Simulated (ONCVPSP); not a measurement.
## u(r) = r·R(r): atom against pseudo-atom (strontium (Sr))

Columns: radius, all-electron u(r) and pseudo u(r) of the 4s shell (level -42.22 eV) of strontium in the configuration [Ar] 3d10 4s2 4p6 5s1 5p1; PBE, scalar-relativistic, ONCV scheme, ONCVPSP 4.0.1.

| r (bohr) | all-electron | pseudo |
| --- | --- | --- |
| 0.103 | 0.3108 | 0.0106 |
| 0.205 | -0.0125 | 0.0372 |
| 0.308 | -0.4419 | 0.0927 |
| 0.410 | -0.4848 | 0.1811 |
| 0.513 | -0.2546 | 0.3015 |
| 0.615 | 0.0706 | 0.4415 |
| 0.718 | 0.3870 | 0.5893 |
| 0.820 | 0.6392 | 0.7260 |
| 0.923 | 0.8193 | 0.8404 |
| 1.025 | 0.9282 | 0.9207 |
| 1.128 | 0.9793 | 0.9644 |
| 1.230 | 0.9844 | 0.9720 |
| 1.332 | 0.9565 | 0.9490 |
| 1.435 | 0.9056 | 0.9022 |
| 1.538 | 0.8405 | 0.8395 |
| 1.640 | 0.7688 | 0.7686 |
| 1.743 | 0.6939 | 0.6939 |
| 1.845 | 0.6207 | 0.6207 |
| 1.948 | 0.5501 | 0.5500 |
| 2.050 | 0.4847 | 0.4847 |
| 2.153 | 0.4241 | 0.4241 |
| 2.255 | 0.3698 | 0.3698 |
| 2.358 | 0.3207 | 0.3206 |
| 2.460 | 0.2775 | 0.2775 |
| 2.562 | 0.2394 | 0.2394 |
| 2.665 | 0.2057 | 0.2057 |

(1) How many radial nodes do the two functions have?

(2) At about which radius was the pseudo-wave matched?

(3) Is the pseudo-wave norm-conserving?

Results:

(1) The all-electron 4s function has n − l − 1 = 3 (the table is too coarse to show those close to the nucleus); the pseudo-wave has 0, since the states of the same l below it are removed with the core.

(2) 1.80 bohr. The columns agree to 0.0005 from 1.64 bohr on; several derivatives are matched, so the curves merge somewhat inside the radius.

(3) Yes: the ONCV scheme keeps the norm inside the radius equal to the all-electron one, which fixes the energy derivative of the logarithmic derivative at the level.
